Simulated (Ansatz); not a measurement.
C3H7GeN can be A, `C=N[C](=C)[GeH3]`, or B, `[GeH3][CH2]N1C=C1`.

Isolated molecules relaxed with PBE0-D4/def2-TZVP in Ansatz; ΔE leaves out vibrations. CBS: MP2 limit from def2 TZ/QZ plus the TZ coupled-cluster correction, frozen cores. DFT in def2-TZVPP. B3LYP here is the variant with VWN-RPA as its local correlation; programs differ in this. For Ge outer-core shells are correlated without core-valence functions, which leaves a few kJ/mol of doubt a bond. Scalar relativity is left out up to krypton. One conformer a species, not always the lowest.

Task: Which is lower in electronic energy at CCSD(T)/CBS, and by how much? (Best estimate.)

Result: Ansatz gave: A, by 240.4 kJ/mol.

Task: Give E(B) − E(A) in kJ/mol with ωB97M-V, B3LYP, B2PLYP, HF/def2-TZVPP, PBE-D4, B3LYP-D4, r2SCAN-D4. (An estimate is asked.)

Result: Ansatz gave: ωB97M-V 236.5, B3LYP 251.8, B2PLYP 248.2, HF/def2-TZVPP 270.1, PBE-D4 235.2, B3LYP-D4 254.0, r2SCAN-D4 244.0. None reverses the order clearly.

Largest T1 diagnostic: 0.013.

In def2-TZVPP, CCSD(T) changes the Hartree–Fock value by −26.0 kJ/mol (the triples alone add −0.4 kJ/mol) and MP2 by −35.6 kJ/mol.
